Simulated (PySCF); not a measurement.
F2O, singlet, at a GFN2-xTB geometry. Base run: PySCF with PBE/aug-cc-pVDZ, polarisability.

Here is a job for PySCF.
```python
from pyscf import gto, scf, dft
from pyscf.prop import polarizability

mol = gto.M(
    atom='''
F     0.018890    1.091872   -0.247236
O    -0.022432   -0.002760    0.568977
F     0.001050   -1.089418   -0.258521
''',
    basis='aug-cc-pvdz',
    charge=0,
    spin=0,
    verbose=3,
)

mf = dft.RKS(mol)
mf.xc = 'pbe'
mf.kernel()
alpha = mf.Polarizability().polarizability()[2, 2]
print('alpha_zz =', alpha)
```

Variants of this job, named by their change:

| change | alpha_zz (bohr³) | basis functions | core-seconds (rough) |
|---|---|---|---|
| base | 12.25 | 69 | 8 |
| functional = camb3lyp | 11.93 | 69 | 20 |
| functional = hf | (withheld) | 69 | 2 |
| basis = def2-TZVP | 9.99 | 93 | 10 |
| finite field (a.u.) = 0.05; conv_tol = 1e-11 | 12.39 | 69 | 8 |
| basis = def2-SVP | 7.50 | 42 | 4 |
| finite field (a.u.) = 0.02; conv_tol = 1e-11 | 12.28 | 69 | 8 |
| basis = 6-31G | 6.85 | 27 | 3 |
| basis = cc-pVDZ | (withheld) | 42 | 7 |
| basis = def2-SVPD | 12.92 | 69 | 7 |
| basis = def2-TZVPD | 13.29 | 120 | 20 |
| finite field (a.u.) = 2e-4; conv_tol = 1e-11 | 12.25 | 69 | 8 |

### Question
Fill in the missing entries.

### Answer

- functional = hf, alpha_zz (bohr³): 11.46
- basis = cc-pVDZ, alpha_zz (bohr³): 7.29

Finite-field rows take the second difference of the energy in a field along z; a small field with loose convergence shows SCF noise divided by the square of the field, and a large one adds hyperpolarisability.
